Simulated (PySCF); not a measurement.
A GIAO shielding run with PySCF 2.14.0 with density-fitted response routines (density fitting, non-relativistic, gas phase) on `CC(C)(C)C1CC1`, C$_{7}$H$_{14}$:

```
{"job": {"kind": "nmr", "xc": "PBE0", "basis": "pcSseg-1"}, "charge": 0, "multiplicity": 1}
C     -0.792735     0.694207     1.568697
C     -0.543734     0.120587     0.168824
C     -1.525830     0.753415    -0.824209
C     -0.779816    -1.390160     0.203028
C      0.869184     0.503179    -0.253402
C      2.094164    -0.266706     0.137331
C      1.656773    -0.229925    -1.296286
H     -0.090850     0.269257     2.282687
H     -1.803708     0.466498     1.898949
H     -0.667220     1.774885     1.568313
H     -1.404301     1.834331    -0.848360
H     -2.551533     0.529746    -0.539491
H     -1.352502     0.367727    -1.826396
H     -0.112904    -1.878346     0.908765
H     -0.637206    -1.834047    -0.778791
H     -1.802574    -1.590266     0.515570
H      0.992880     1.581774    -0.263483
H      1.980838    -1.194312     0.675701
H      2.975704     0.287950     0.423599
H      1.249386    -1.132859    -1.722646
H      2.237063     0.350007    -1.998873
```

Hardware: 1 thread of an x86-64 server CPU, shared host. The job also computes population analyses, field gradients, ring-centre shieldings.

(1) How large is the calculation?

(2) How long does it take?

## Answers

(1) 56 electrons, 189 basis functions and 973 auxiliary functions.

(2) 22 s of wall time, with 12 SCF cycles and 4 response iterations. Times on a shared host scatter by some tens of per cent.
